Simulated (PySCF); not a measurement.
# Static response to an electric field

Compound: C3H7ClF2Si2.
Cartesian coordinates in Å at the GFN2-xTB level; atoms count from 1:
```xyz
15
C3H7ClF2Si2 angstrom
F     -3.9985    0.0706    0.2157
C     -2.7332    0.5844    0.0155
Si    -1.4662   -0.8312   -0.2569
Cl    -1.7877   -1.7390   -2.0215
C      0.2380    0.0126   -0.2873
F      0.1719    1.3742   -0.3931
C      1.4355   -0.5554   -0.2324
Si     3.0823    0.3675   -0.3096
H     -2.5018    1.1838    0.8996
H     -2.8046    1.2568   -0.8446
H     -1.5420   -1.8046    0.8289
H      1.4397   -1.6319   -0.1517
H      4.0382   -0.4104    0.4821
H      3.5024    0.4201   -1.7119
H      2.9217    1.7104    0.2397
```

Level: CAM-B3LYP/def2-SVPD (PySCF), static field, nuclei fixed, core orbitals frozen in the response. The polarisability tensor in these axes (au):

```
x   130.63   2.05   1.94
y     2.05  93.78   4.91
z     1.94   4.91  88.14
```

Give the principal values, the mean and the anisotropy Δα = √{½[(α1 − α2)² + (α2 − α3)² + (α1 − α3)²]}.

Principal values 85.28, 96.40 and 130.86 au; mean 104.18 au = 15.44 Å³ = 17.18 × 10⁻⁴⁰ C²·m²/J; Δα = 41.16 au (40 % of the mean).

What is the dipole moment, and where does it point?

(1.90, -0.19, 0.77) D, 2.05 D in size, pointing from the negative to the positive side. Measured along this direction, the outermost atoms are F1 at the negative end and H13 at the positive end.

Traceless (Buckingham) quadrupole moment about the centre of nuclear charge: eigenvalues?

-7.80, 1.81, 5.99 D·Å. The values depend on the origin, since the dipole doesn't vanish. The electronic extent ⟨r²⟩ about the same centre is 2298 bohr², a root-mean-square distance of 2.70 Å for the 88 electrons.

Find the Langevin capture rate constant for O2+ (31.990 u) meeting this molecule (171.974 u), k = 2.342 × 10⁻⁹ cm³/s × √(α in Å³ / reduced mass in u).

The reduced mass is 26.97 u, so k = 1.77 × 10⁻⁹ cm³/s. The formula leaves out the permanent dipole, which adds to the capture rate.

What molar refraction does this α imply?

Lorentz–Lorenz: R = (4π/3)N_A α = 2.5225 cm³/(mol·Å³) × 15.44 Å³ = 38.9 cm³/mol, in the limit of long wavelengths.

The structure is a single GFN2-xTB conformer in the gas phase; no vibrational or solvent corrections.
